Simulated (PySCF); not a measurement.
Work out the structure from these simulated measurements.

Formula: C4H16Si3.

| Item | Value |
| --- | --- |
| 1H NMR | chemical shifts (computed TMS as zero) by class: 3.98 (2 H), 3.78 (3 H), 3.40 (3 H), 1.24 (2 H), 1.14 (6 H) ppm [GIAO PBE0/pcSseg-1] |
| Rotational structure | rotational constants A, B, C: 2.655, 0.609, 0.576 GHz [GFN2-xTB] |
| Dipole | 0.54 D [PBE0/pcSseg-1] |
| 13C NMR | chemical shifts (computed TMS as zero) by class: 26.6 (2 C), 24.3 (1 C), 20.6 (1 C) ppm [GIAO PBE0/pcSseg-1] |
| NMR, other nuclei | isotropic shieldings of nuclei other than C and H, by class: 394 (1 Si), 444 (1 Si), 465 (1 Si) ppm [GIAO PBE0/pcSseg-1] |

Gas-phase values; electronic properties from PySCF, density fitting. Levels stand in brackets. Isolated species at its GFN2-xTB geometry (one conformer only). GFN2-xTB frequencies show an imaginary mode (34i cm⁻¹), so this geometry is no minimum at that level. NMR classes are plain means over equivalent atoms (diastereotopic ones count apart unless rotation or inversion swaps them), as if these changed places fast.

Q: Give a SMILES that accounts for the data.

A: Numbering: `[CH3:1][C:2]([CH3:3])([SiH3:4])[CH2:5][SiH2:6][SiH3:7]`. Its formula, C4H16Si3, gives 0 degrees of unsaturation, so no ring and no π bond. 4 carbons fall into 3 classes; from least to most shielded: methyl carbon [C1/C3] (26.6 ppm, 2 C), sp3 carbon bound to silicon [C5] (24.3 ppm), sp3 carbon bound to silicon [C2] (20.6 ppm). Hydrogen classes from least to most shielded: 2 H on an SiH2 silicon, Si6 (3.98 ppm), 3 H on an SiH3 silicon, Si4 (3.78 ppm), 3 H on an SiH3 silicon, Si7 (3.40 ppm), 2 H on an sp3 carbon bound to silicon, C5 (1.24 ppm), 6 H on 2 methyl carbons, C1/C3 (1.14 ppm, a mean of values up to 0.5 ppm apart in this geometry). The other shieldings belong to: 394 ppm, SiH3 silicon [Si4]; 444 ppm, SiH2 silicon [Si6]; 465 ppm, SiH3 silicon [Si7]. The optimised geometry has point group C1 and is an asymmetric top. Structure: `CC(C)([SiH3])C[SiH2][SiH3]`. Computed isomers that give other values at the same levels: `C[SiH2]C[C@@H]([SiH3])C[SiH3]` (13C chemical shifts (computed TMS as zero) by class: 21.1 (1 C), 20.8 (1 C), 19.3 (1 C), -6.2 (1 C) ppm); `CCC[SiH2][Si@H](C)[SiH3]` (13C chemical shifts (computed TMS as zero) by class: 26.8 (1 C), 21.3 (1 C), 16.0 (1 C), -7.7 (1 C) ppm). The assignments are read from this structure; whether some other isomer fits the data as well wasn't checked.

The values belong to the conformer `[CH3:1][C:2]([CH3:3])([SiH3:4])[CH2:5][SiH2:6][SiH3:7]`: C1–C2–C5–Si6 -57°, C2–C5–Si6–Si7 -133°.
